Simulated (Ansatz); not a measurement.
`[SH][SnH2][SeH]` + H–F → `[F][SnH2][SH]` + H₂Se  (ligand exchange at the Sn–Se bond)

Computed with Ansatz on PBE0-D4/def2-TZVP structures; ΔE is electronic, products minus reactants. CCSD(T)/CBS adds triple-zeta CCSD(T) − MP2 to the extrapolated MP2 energy (def2 sets, frozen cores). This one scheme is used for every species. DFT in def2-TZVPP. B3LYP here is the variant with VWN-RPA as its local correlation; programs differ in this. HSE06 is defined as in plane-wave codes. Elements past krypton have def2 core potentials. For Se, Sn outer-core shells are correlated without core-valence functions, which leaves a few kJ/mol of doubt a bond. Scalar relativity is left out up to krypton. One conformer a species, not always the lowest.

| level | ΔE (kJ/mol) | difference from CCSD(T)/CBS |
| --- | --- | --- |
| r2SCANh-D4 | 18.0 | -8.7 |
| ωB97X-V | 10.2 | -16.5 |
| PBE-QIDH | 28.2 | 1.5 |
| PBE | 15.7 | -11.0 |
| r2SCAN | 13.2 | -13.5 |
| B3LYP | 8.0 | -18.7 |
| HSE06 | 23.7 | -3.0 |
| BHLYP | 11.1 | -15.6 |
| HF/def2-SVP | 10.0 | -16.7 |
| CCSD/def2-TZVPP | 20.4 | -6.3 |
| CCSD(T)/CBS | 26.7 | 0 |

(1) What do rigid-rotor, harmonic-oscillator terms from PBE0-D4/def2-TZVP frequencies (298.15 K, 1 bar) make of the CCSD(T)/CBS value? (Estimate.)

Largest T1 diagnostic among the species: 0.013.

Results:

(1) Ansatz gave: ΔZPE = -4.3 kJ/mol, ΔH = +19.7 kJ/mol, ΔS = -4 J/(mol·K), ΔG = +20.8 kJ/mol. Modes under 50 cm⁻¹ make the entropy rough.

From BLYP to BHLYP (50 % exact exchange), in def2-TZVPP and without D4, ΔE moves by +9.9 kJ/mol. The D4 term adds +8.3 kJ/mol with B3LYP and +4.6 kJ/mol with PBE0; it sums over pairs of atoms, weighted by their polarisabilities, and B3LYP, whose exchange is more repulsive, gets the larger term. At CCSD(T), def2-SVP lies −15.7 kJ/mol from the extrapolated value and def2-TZVPP −4.7 kJ/mol.
